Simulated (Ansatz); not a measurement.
C6H15Sb, singlet, at a GFN2-xTB geometry (all electrons, no relativity). Base run: CAM-B3LYP/STO-3G (Ansatz, an electronic-structure program).

Input for Ansatz:
Ansatz 0.2 input:
```yaml
crystal:
  periodic: [false, false, false]
  atoms:
    - {symbol: Sb, position_ang: [0.10725866, -0.11992586, 0.76648752]}
    - {symbol: C, position_ang: [1.54951980, 1.07996593, -0.40079395]}
    - {symbol: C, position_ang: [1.00271374, 1.77588551, -1.62910883]}
    - {symbol: H, position_ang: [2.35757154, 0.40144392, -0.67203637]}
    - {symbol: H, position_ang: [1.95854869, 1.81702031, 0.28963567]}
    - {symbol: H, position_ang: [0.20323341, 2.46435250, -1.36330783]}
    - {symbol: H, position_ang: [0.61710146, 1.06069098, -2.35216813]}
    - {symbol: H, position_ang: [1.79135588, 2.35067076, -2.11630374]}
    - {symbol: C, position_ang: [-1.70727896, 0.29572666, -0.39706196]}
    - {symbol: C, position_ang: [-2.46373290, 1.49753350, 0.13356073]}
    - {symbol: H, position_ang: [-2.32837749, -0.59713445, -0.33110177]}
    - {symbol: H, position_ang: [-1.43650173, 0.44852646, -1.43899622]}
    - {symbol: H, position_ang: [-1.84866152, 2.39467661, 0.09127606]}
    - {symbol: H, position_ang: [-2.76177569, 1.34168515, 1.16895600]}
    - {symbol: H, position_ang: [-3.36318921, 1.67643585, -0.45586106]}
    - {symbol: C, position_ang: [0.53808374, -2.02815977, -0.24125513]}
    - {symbol: C, position_ang: [0.50131655, -1.98731332, -1.75422246]}
    - {symbol: H, position_ang: [-0.18763673, -2.74775464, 0.13627530]}
    - {symbol: H, position_ang: [1.52224383, -2.34231202, 0.10512045]}
    - {symbol: H, position_ang: [1.23479501, -1.28420270, -2.14251806]}
    - {symbol: H, position_ang: [-0.48445736, -1.69856902, -2.11212692]}
    - {symbol: H, position_ang: [0.73182667, -2.97114164, -2.16441740]}
basis:
  gaussian:
    orbitals: STO-3G
hamiltonian:
  xc: cam_b3lyp
```

Each row names what was changed in the base input (with any setting that the change needs).

```
change                                        E (Eh)  core-seconds (rough)
---------------------------------------  -----------  --------------------
base                                     -6488.34752                     6
functional = pbe0; dispersion = d3bjatm  -6487.79008                     6
functional = SVWN5                       -6480.15466                     3
functional = hse06                       -6487.77613                     6
functional = B97M-V                      -6488.00260                    20
functional = wB97M-V                     -6488.36503                    20
functional = lc_wpbe                     -6487.57745                     6
functional = hf                          -6484.57118                     3
functional = b3lyp5                      -6487.92280                     6
functional = blyp                        -6487.96574                     5
functional = wB97X                       -6488.46443                    10
functional = pbe0                        -6487.77028                     6
functional = b3lyp                       -6488.31483                     5
```

Total energies compare only within one method and basis.
